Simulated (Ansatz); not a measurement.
The cluster Si₂Au₄⁻. The state is a doublet with charge -1. Geometry r2SCAN-D4/def2-SVPD.

```csv
atom,x (Å),y (Å),z (Å)
Au1,-1.307,1.691,2.582
Au2,0.879,-0.294,-2.343
Au3,1.786,-0.417,-4.787
Au4,0.011,-0.251,0.129
Si5,-1.759,-0.623,1.836
Si6,0.390,-0.106,2.584
```

In the def2 sets Au takes a core potential; there is no spin–orbit coupling. At HF/def2-TZVPD the charge -1 doublet is spin-contaminated (final ⟨S²⟩ up to 0.89, 0.75 for a pure state). Another isomer (doublet) lies 0.58 eV lower at PBE0-D4/def2-TZVPD; other spin states weren't run for this one.

(1) Estimate the α-spin orbital energies around the gap (eV) in Ansatz with HF/def2-TZVPD, PBE-D4/def2-TZVPD, r2SCAN-D4/def2-TZVPD, PBE0-D4/def2-TZVPD, r2SCAN0-D4/def2-TZVPD.

## Answers

(1) 
| orbital | HF/def2-TZVPD | PBE-D4/def2-TZVPD | r2SCAN-D4/def2-TZVPD | PBE0-D4/def2-TZVPD | r2SCAN0-D4/def2-TZVPD |
| --- | --- | --- | --- | --- | --- |
| HOMO−9 | -8.05 | -2.79 | -3.06 | -4.35 | -4.56 |
| HOMO−8 | -7.86 | -2.79 | -3.06 | -4.09 | -4.28 |
| HOMO−7 | -7.55 | -2.46 | -2.73 | -4.07 | -4.28 |
| HOMO−6 | -7.19 | -2.46 | -2.73 | -4.07 | -4.27 |
| HOMO−5 | -7.03 | -2.38 | -2.59 | -3.70 | -3.89 |
| HOMO−4 | -6.17 | -2.26 | -2.51 | -3.63 | -3.82 |
| HOMO−3 | -5.13 | -2.25 | -2.49 | -3.55 | -3.72 |
| HOMO−2 | -4.47 | -2.20 | -2.44 | -3.24 | -3.41 |
| HOMO−1 | -3.79 | -1.49 | -1.60 | -2.16 | -2.26 |
| HOMO | -2.93 | -1.18 | -1.35 | -1.75 | -1.93 |
| LUMO | 2.95 | -0.23 | -0.11 | 0.52 | 0.58 |
| LUMO+1 | 3.59 | 0.18 | 0.31 | 0.97 | 1.02 |
| LUMO+2 | 3.79 | 0.40 | 0.49 | 1.16 | 1.19 |
| LUMO+3 | 4.24 | 1.47 | 1.64 | 2.06 | 2.16 |
| LUMO+4 | 4.34 | 1.79 | 1.99 | 2.40 | 2.50 |
| LUMO+5 | 4.65 | 2.38 | 2.62 | 2.92 | 3.07 |
| β HOMO | -3.64 | -1.34 | -1.41 | -1.98 | -2.06 |
| β LUMO | 2.85 | -0.86 | -0.77 | -0.20 | -0.14 |
